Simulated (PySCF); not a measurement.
**Cl (chlorine, neutral) across methods**

[Ne] 3s2 3p5, 2P determinant. Computed with PySCF 2.14 in aug-cc-pV(D+d)Z (5s4p3d, 32 functions), with no relativity, point nucleus.

```tsv
method	E (hartree)	mean ε 3s β (eV)	mean ε 3p α (eV)	mean ε 3p β (eV)	Σ⟨r²⟩ (bohr²)	⟨S²⟩
PBE0	-459.9926	-22.116	-10.589	-9.582	27.65	0.753
LDA	-458.6419	-20.021	-9.099	-8.176	27.90	0.751
r2SCAN	-460.1110	-20.436	-9.497	-8.448	27.64	0.754
BHandHLYP	-460.1523	-24.227	-11.964	-10.934	27.69	0.754
UHF	-459.47306	-27.646	-14.405	-13.055	27.74	0.758
MN15	-460.0249	-22.411	-11.248	-10.352	27.44	0.752
PBE	-459.9523	-19.902	-9.029	-8.106	27.83	0.752
PW91	-460.1275	-19.950	-9.070	-8.155	27.81	0.752
r2SCAN0	-460.1112	-22.431	-10.903	-9.810	27.58	0.755
```
